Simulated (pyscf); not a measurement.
# H₂N–SiH₂–NH–SiH(NH₂)–OH (SMILES N[SiH2]N[SiH](N)O), singlet

Gas-phase minimum from PySCF at ωB97X-D3(BJ)/def2-SVP, one conformer. 

SMILES: N[SiH2]N[SiH](N)O
```xyz
15

N     -2.3480     0.2375     0.3481
Si    -1.2085     0.4594     1.6650
N      0.0465    -0.7108     1.4685
Si     0.8154    -1.1154    -0.0468
N      2.5172    -0.8988     0.0643
O      0.0911    -0.1259    -1.1670
H     -2.8914    -0.6226     0.3286
H     -2.9426     1.0261     0.1052
H     -1.7759     0.2623     3.0351
H     -0.7992     1.8888     1.5354
H      0.3946    -1.1672     2.3067
H      0.6335    -2.5566    -0.3837
H      3.1254    -1.4304    -0.5496
H      2.9000     0.0236     0.2469
H     -0.8517     0.0404    -0.9784
```
Charge 0, spin multiplicity 1.

Bond lengths (Å): N1–Si2 1.755, N1–H7 1.018, N1–H8 1.017, Si2–N3 1.727, Si2–H9 1.496, Si2–H10 1.493, N3–Si4 1.747, N3–H11 1.016, Si4–N5 1.719, Si4–O6 1.661, Si4–H12 1.491, N5–H13 1.015, N5–H14 1.015, O6–H15 0.976. Bond angles (°): Si2–N1–H7 117.9, Si2–N1–H8 117.4, H7–N1–H8 109.8, N1–Si2–N3 107.5, N1–Si2–H9 115.1, N1–Si2–H10 103.5, N3–Si2–H9 106.9, N3–Si2–H10 116.1, H9–Si2–H10 108.0, Si2–N3–Si4 125.1, Si2–N3–H11 117.4, Si4–N3–H11 117.4, N3–Si4–N5 110.5, N3–Si4–O6 104.8 (the first ones only).

Properties at ωB97X-D3(BJ)/def2-SVP:

```
Item                                                                                                                                                                                                                                                                                                                                Result
---------------------------------------------------------------------------------------------------------------------  -------------------------------------------------------------------------------------------------------------------------------------------------------------------------------------------------------------------
Harmonic wavenumbers, unscaled                                                                                         62, 102, 165, 197, 232, 285, 318, 372, 419, 426, 452, 530, 620, 682, 728, 757, 765, 803, 842, 860, 896, 917, 935, 969, 994, 1011, 1065, 1191, 1552, 1558, 2223, 2247, 2251, 3587, 3615, 3649, 3671, 3681, 3712 cm⁻¹
Zero-point energy                                                                                                                                                                                                                                                                                                            70.5 kcal/mol
Rotational symmetry number                                                                                                                                                                                                                                                                                                               1
Entropy of this conformer at 298 K and 1 atm, rigid rotor and harmonic oscillator, modes under 100 cm⁻¹ raised to 100                                                                                                                                                                                                      384.1 J/(mol K)
Dipole moment                                                                                                                                                                                                                                                                                                                       1.65 D
```

Single-point totals, which compare only within one level:

```
level                   total energy (hartree)
----------------------  ----------------------
ωB97X-D3(BJ)/def2-TZVP              -824.31709
PBE/def2-TZVP                       -823.59711
r²SCAN/def2-TZVP                    -824.01020
B3LYP-D3(BJ)/def2-TZVP              -824.26147
PBE0-D3(BJ)/def2-TZVP               -823.68179
M06-2X/def2-TZVP                    -824.05574
ωB97M-D3(BJ)/def2-TZVP              -824.34092
```

Soft torsions are taken as harmonic, which can shift the entropy by several J/(mol K).
